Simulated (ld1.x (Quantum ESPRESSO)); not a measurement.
An odd input for ld1.x (Quantum ESPRESSO) 7.5 (ytterbium (Yb))

Command:

```bash
ld1.x < Yb.in > Yb.out
```

Input:

```
&input
   title='Yb', zed=70., rel=1, dft='PW91', iswitch=3,
   config='[Xe] 4f14 5d0 6s2 6p0',
   nld=4, rlderiv=4.10, eminld=-6.0, emaxld=5.0, deld=0.02
 /
 &inputp
   pseudotype=3, lpaw=.true., tm=.true., lloc=-2, rcloc=2.70,
   nlcc=.true., rcore=9.00,
   which_augfun='PSQ', rmatch_augfun_nc=.true.,
   file_pseudopw='Yb.UPF', file_wfcaegen='ae.wfc', file_wfcncgen='nc.wfc', file_beta='beta', file_chi='chi', file_wfcusgen='us.wfc'
 /
8
5S  1  0   2.00   0.00  1.55  1.70  0.0
6S  2  0   2.00   0.00  1.55  1.70  0.0
5P  2  1   6.00   0.00  2.40  3.10  0.0
6P  3  1   0.00   0.00  2.40  3.10  0.0
5D  3  2   0.00   0.00  2.95  3.80  0.0
5D  3  2   0.00   0.50  2.95  3.80  0.0
4F  4  3  14.00   0.00  0.85  1.10  0.0
4F  4  3   0.00   0.80  0.85  1.10  0.0
 &test
   configts(1)='4f14 5s2 5p6 5d0 6s2 6p0'
 /
```

This is an input that runs to its end, with one change: rcore set to 9.00 bohr.

Question: How does the run end?

Answer: The program stops during the generation: "set_rho_core: error in bisection".

```
      Enforcing V''(0)=0 (lloc=-2)

      Local pseudo, rcloc= 2.722 Estimated cut-off energy=     4.59 Ry

      Computing core charge for nlcc:

 %%%%%%%%%%%%%%%%%%%%%%%%%%%%%%%%%%%%%%%%%%%%%%%%%%%%%%%%%%%%%%%%%%%%%%%%%%%%%%
     Error in routine set_rho_core (1):
     error in bisection
 %%%%%%%%%%%%%%%%%%%%%%%%%%%%%%%%%%%%%%%%%%%%%%%%%%%%%%%%%%%%%%%%%%%%%%%%%%%%%%

     stopping ...
```
